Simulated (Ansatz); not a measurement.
Input for Ansatz (an electronic-structure program): U-CCSD(T)/cc-pVTZ on GaH3 (SMILES [GaH3]), a point of a bond scan (R = 1.727 Å). The run froze 14 orbitals, filled d shells among them.

Ansatz 0.2 input:
```yaml
crystal:
  periodic: [false, false, false]
  atoms:
    - {symbol: Ga, position_ang: [-0.00000000, 0.00000000, -0.00000000]}
    - {symbol: H, position_ang: [1.72251971, -0.11990152, -0.02255494]}
    - {symbol: H, position_ang: [-0.87742328, -1.30173746, 0.00609279]}
    - {symbol: H, position_ang: [-0.68850373, 1.41073884, 0.01441170]}
basis:
  gaussian:
    orbitals: cc-pVTZ
correlation: {method: ccsd_t, electrons: outside_noble_gas}
scf: {omitted_lower_state_checks: [cluster_reference]}
magnetization: {spin_polarized: true, initial_magnetization: 0}
```

It printed:

```
WARN ansatz: RAYON_NUM_THREADS=2 ignored (pool sized by the plan → 2); use --threads N
Functional definition: HF
these checks for a lower state are left out or cut short: cluster_reference
integrals: 0.11 GiB planned
509 factors; integrals over basis functions are off by at most 1.2e-3 eV
mean field: 0.18 GiB planned
mean field evaluation 1: about -52381.3860 eV, gradient 6.6e0 eV
mean field evaluation 2: about -52381.3860 eV, gradient 6.6e0 eV
mean field evaluation 4: about -52381.8096 eV, gradient 1.1e0 eV
mean field evaluation 8: about -52381.8144 eV, gradient 7.1e-5 eV
mean field -52381.81444068 eV, -1924.9961750260 hartree, gradient 3.7e-7 eV, S^2 0.000000; 0 other end points of the search recorded, 0 dependent functions left out
14 core orbitals not correlated
reference -52381.81444068 eV, -1924.9961750260 hartree; 3, 3 occupied and 68, 68 virtual orbitals, 509 factors
second order -2.50978977 eV of doubles, -0.00000000 eV of singles
coupled cluster: 0.23 GiB planned
cycle   1  -2.94567817 eV  change   -4.4e-1 eV  update   5.2e-2
cycle   2  -3.13064264 eV  change   -1.8e-1 eV  update   1.9e-2
cycle   3  -3.13599367 eV  change   -5.4e-3 eV  update   3.7e-3
cycle   4  -3.13627599 eV  change   -2.8e-4 eV  update   1.1e-3
cycle   5  -3.13594459 eV  change    3.3e-4 eV  update   3.5e-4
cycle   6  -3.13587457 eV  change    7.0e-5 eV  update   7.1e-5
cycle   7  -3.13590507 eV  change   -3.0e-5 eV  update   2.1e-5
cycle   8  -3.13590880 eV  change   -3.7e-6 eV  update   6.2e-6
perturbative correction -0.04719487 eV, -0.0017343793 hartree
Total energy: -52384.99754435 eV, -1925.1131519283 hartree
Checks for a lower state left out: cluster_reference
```

The run converged.

Cost: around 3 core-seconds (rough).
